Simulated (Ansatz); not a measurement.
Consider the silylene formation by 1,1-elimination: `F[SiH](S)[GaH2]` → `[F][GaH2]` + `[SiH]S`.

Computed with Ansatz on PBE0-D4/def2-TZVP structures; ΔE is electronic, products minus reactants. CBS: MP2 limit from def2 TZ/QZ plus the TZ coupled-cluster correction, frozen cores. This one scheme is used for every species. DFT in def2-TZVPP. HSE06 is defined as in plane-wave codes. For Ga outer-core shells are correlated without core-valence functions, which leaves a few kJ/mol of doubt a bond. Scalar relativity is left out up to krypton. One conformer a species, not always the lowest.

```tsv
level	ΔE (kJ/mol)
PBE0-D4	221.8
HSE06	213.4
```

(1) What does CCSD(T)/CBS give? (Best estimate.)

(2) What do rigid-rotor, harmonic-oscillator terms from PBE0-D4/def2-TZVP frequencies (298.15 K, 1 bar) make of the CCSD(T)/CBS value? (Best estimate.)

Largest T1 diagnostic among the species: 0.016.

Answers

(1) Computed: +213.7 kJ/mol. The listed levels differ from it by 8.1, -0.3 kJ/mol.

(2) Computed: ΔZPE = -8.2 kJ/mol, ΔH = +206.2 kJ/mol, ΔS = 142 J/(mol·K), ΔG = +163.7 kJ/mol.

The D4 term adds +14.9 kJ/mol with B3LYP and +8.1 kJ/mol with PBE0; it sums over pairs of atoms, weighted by their polarisabilities, and B3LYP, whose exchange is more repulsive, gets the larger term. Leaving LDA and LC-ωPBE aside and taking each functional with its dispersion term where it has one, the values, not all of them listed here, spread over 38.0 kJ/mol, from BLYP-D4 to r2SCAN0-D4. LDA lies +32.7 kJ/mol from PBE without D4.

CCSD(T)/CBS has its own doubt, a few kJ/mol and more with outer-core shells, so smaller differences from it don't rank the levels.

B3LYP here is the variant with VWN-RPA as its local correlation; programs differ in this.
